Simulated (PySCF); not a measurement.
Computed IR spectrum (relative IR intensity) of a molecule CHF2NOSi. The structure is a stationary point at B3LYP-D3(BJ)/def2-SVP. Other conformers were not sampled. Method: B3LYP-D3(BJ)/def2-SVP (PySCF 2.14.0). Frequencies are harmonic and unscaled.

Lines under 2 % of the strongest are left out, and lines within 2 cm⁻¹ are merged.

ν (cm⁻¹): 389 (vw), 618 (vw), 622 (vw), 626 (w), 839 (w), 909 (m), 988 (m), 1552 (w), 2361 (w), 2463 (vs) (against the strongest line: vs over 80 %, s over 45 %, m over 15 %, w over 4 %, vw less)

### Question
Pick the molecule that these values belong to.
(A) N#CO[SiH](F)F
(B) O=C=N[SiH](F)F
(C) F[Si]1(F)N=CO1

### Answer
B, O=C=N[SiH](F)F
